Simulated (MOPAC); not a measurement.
Input for MOPAC: PM7 on ClHSe (SMILES Cl[SeH]), a point of a bond scan (R = 2.628 Å).

```
PM7 1SCF PRECISE CHARGE=0 THREADS=1
ClHSe

Se     0.51847628 1    -0.15738308 1     0.46539325 1
H      1.50587856 1    -0.35828625 1    -0.61175328 1
Cl    -1.45433562 1     0.43448680 1    -1.16683986 1
```

It printed:

```
*******************************************************************************
 **                                                                           **
 **                              MOPAC v23.2.5                                **
 **                                                                           **
 *******************************************************************************
 ** MOPAC's Digital Object Identifier: https://doi.org/10.5281/zenodo.6511958 **
 **                                                                           **
 ** Please cite the open-source release paper for use of this MOPAC version:  **
 ** J. E. Moussa and J. J. P. Stewart (2026)                                  **
 ** MOPAC: An open-source semiempirical molecular orbital program             **
 ** J. Open Source Softw., 11(119), 8025, https://doi.org/10.21105/joss.08025 **
 *******************************************************************************

                              PM7 CALCULATION RESULTS

 *******************************************************************************
 *  PM7        - The PM7 Hamiltonian to be used
 *
 *
 *
 *                 CHARGE ON SYSTEM = 0
 *
 *
 *
 *  PRECISE    - TIGHTER CRITERIA TO BE USED
 *  1SCF       - DO 1 SCF AND THEN STOP
 *  THREADS=1  - MULTI-THREADING NOT USED
 *  T=         - A TIME OF 172800.0 SECONDS REQUESTED
 *  DUMP=N     - RESTART FILE WRITTEN EVERY 7200.0 SECONDS REQUESTED
 *******************************************************************************
PM7 1SCF PRECISE CHARGE=0 THREADS=1
 ClHSe

   ATOM   CHEMICAL          X               Y               Z
  NUMBER   SYMBOL      (ANGSTROMS)     (ANGSTROMS)     (ANGSTROMS)

     1      Se          0.51847628  *  -0.15738308  *   0.46539325  *
     2       H          1.50587856  *  -0.35828625  *  -0.61175328  *
     3      Cl         -1.45433562  *   0.43448680  *  -1.16683986  *



          CARTESIAN COORDINATES

    NO.       ATOM           X           Y           Z

     1        Se          0.5185     -0.1574      0.4654
     2         H          1.5059     -0.3583     -0.6118
     3        Cl         -1.4543      0.4345     -1.1668

 General Reference for PM7:
 "Optimization of Parameters for Semiempirical Methods VI: More Modifications to the
 NDDO Approximations and Re-optimization of Parameters", J. J. P. Stewart, J. Mol. Mod., 1:32, 19 (2013)
 https://link.springer.com/article/10.1007/s00894-012-1667-x

           Empirical Formula: H Se Cl  =     3 atoms



      MOLECULAR POINT GROUP   :   Cs


      RHF CALCULATION, NO. OF DOUBLY OCCUPIED LEVELS = 7


 -------------------------------------------------------------------------------
 PM7 1SCF PRECISE CHARGE=0 THREADS=1
 ClHSe



     1SCF WAS SPECIFIED, SO BFGS WAS NOT USED
     SCF FIELD WAS ACHIEVED


                              PM7 CALCULATION
                                                       MOPAC v23.2.5 Linux




          FINAL HEAT OF FORMATION =          6.98360 KCAL/MOL =      29.21938 KJ/MOL


          COSMO AREA              =         92.95 SQUARE ANGSTROMS
          COSMO VOLUME            =         76.58 CUBIC ANGSTROMS

          IONIZATION POTENTIAL    =          8.925970 EV
          HOMO LUMO ENERGIES (EV) =         -8.926 -2.786
          NO. OF FILLED LEVELS    =          7
          MOLECULAR WEIGHT        =        115.4209         POINT GROUP:  Cs

          MOLECULAR DIMENSIONS (Angstroms)

            Atom       Atom       Distance
           Cl     3    H     2     3.11440
           Se     1   Cl     3     1.24068
           Cl     3    H     2     0.00000


          SCF CALCULATIONS        =          1





   ATOM   CHEMICAL          X               Y               Z
  NUMBER   SYMBOL      (ANGSTROMS)     (ANGSTROMS)     (ANGSTROMS)

     1      Se          0.51847628  *  -0.15738308  *   0.46539325  *
     2       H          1.50587856  *  -0.35828625  *  -0.61175328  *
     3      Cl         -1.45433562  *   0.43448680  *  -1.16683986  *

                             CARTESIAN COORDINATES

   1   Se        0.518476280    -0.157383080     0.465393250
   2    H        1.505878560    -0.358286250    -0.611753280
   3   Cl       -1.454335620     0.434486800    -1.166839860


           Empirical Formula: H Se Cl  =     3 atoms



      MOLECULAR POINT GROUP   :   Cs


                  EIGENVALUES
 -24.51117 -23.24042 -12.47903 -10.99442 -10.77650 -10.62400  -8.92597  -2.78562
   0.67543  72.44184  72.61053  72.64750  73.24036  73.24118


              NET ATOMIC CHARGES AND DIPOLE CONTRIBUTIONS

  ATOM NO.   TYPE          CHARGE      No. of ELECS.   s-Pop       p-Pop       d-Pop
    1         Se           0.348024        5.6520     1.96380     3.68817
    2          H           0.050791        0.9492     0.94921
    3         Cl          -0.398815        7.3988     1.99794     5.39970     0.00118
 DIPOLE           X         Y         Z       TOTAL
 POINT-CHG.     4.020    -1.183     2.864     5.076
 HYBRID         0.370    -0.056    -0.780     0.865
 SUM            4.390    -1.239     2.084     5.014


          ATOMIC ORBITAL ELECTRON POPULATIONS

     Atom    s        px        py        pz      x^2-y^2     xz        z^2       yz        xy
    1 Se   1.96380   0.88130   1.91675   0.89011
    2  H   0.94921
    3 Cl   1.99794   1.65973   1.96946   1.77050   0.00027   0.00047   0.00015   0.00010   0.00018

 **********************
 *                    *
 * JOB ENDED NORMALLY *
 *                    *
 **********************




 == MOPAC DONE ==
```

The run finished.

Cost: very roughly 0.020 core-seconds.
